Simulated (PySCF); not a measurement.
**Correlation energy of Mg⁺ (magnesium, charge +1)**

[Ne] 3s1, 2S determinant. All numbers are calculated (PySCF 2.14, scalar relativity by spin-free X2C-1e, in aug-cc-pCVTZ-DK with one added diffuse shell each of s, p, d, f type (9s8p6d4f, 91 functions)). Frozen: 1s2; 9 electrons correlated.

MP2 pair energies summed by pair of shells (mhartree):

```csv
pair,energy,share (%)
2p-2p,-183.42,69.9
2s-2p,-60.10,22.9
2s-2s,-9.60,3.7
2p-3s,-8.51,3.2
2s-3s,-0.82,0.3
```

Total MP2 correlation energy: -262.46 mhartree.

Same-spin part -69.36 and opposite-spin part -193.10 mhartree; SCS-MP2 scales them by 1/3 and 6/5 to -254.84 mhartree.
